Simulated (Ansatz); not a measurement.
The cluster Ti6⁺. Total charge 1; doublet. Geometry PBE-D4/def2-SVP.

```xyz
6

Ti   -0.766   -1.600   -0.388
Ti    0.762    1.608    0.401
Ti    0.153    0.242   -1.886
Ti    1.618   -0.837   -0.114
Ti   -1.624    0.840    0.115
Ti   -0.144   -0.254    1.872
```

At PBE-D4/def2-TZVP, r2SCAN-D4/def2-TZVP, PBE0-D4/def2-TZVP the charge 1 doublet is spin-contaminated (final ⟨S²⟩ up to 4.31, 0.75 for a pure state). The structure comes from a short search, and lower isomers may exist.

**Question.** Estimate the α-spin orbital energies around the gap (eV) in Ansatz with PBE-D4/def2-TZVP, r2SCAN-D4/def2-TZVP, PBE0-D4/def2-TZVP.

**Answer.** 
| orbital | PBE-D4/def2-TZVP | r2SCAN-D4/def2-TZVP | PBE0-D4/def2-TZVP |
| --- | --- | --- | --- |
| HOMO−5 | -7.64 | -7.55 | -8.46 |
| HOMO−4 | -7.50 | -7.54 | -8.25 |
| HOMO−3 | -7.44 | -7.48 | -8.22 |
| HOMO−2 | -7.35 | -7.44 | -8.15 |
| HOMO−1 | -7.34 | -7.38 | -8.04 |
| HOMO | -6.96 | -6.91 | -7.41 |
| LUMO | -6.51 | -6.29 | -5.69 |
| LUMO+1 | -6.48 | -6.29 | -5.62 |
| LUMO+2 | -6.21 | -6.00 | -5.14 |
| LUMO+3 | -6.21 | -5.93 | -5.09 |
| LUMO+4 | -6.20 | -5.79 | -5.04 |
| LUMO+5 | -6.06 | -5.73 | -4.96 |
| β HOMO | -7.23 | -7.34 | -7.98 |
| β LUMO | -6.64 | -6.45 | -5.84 |
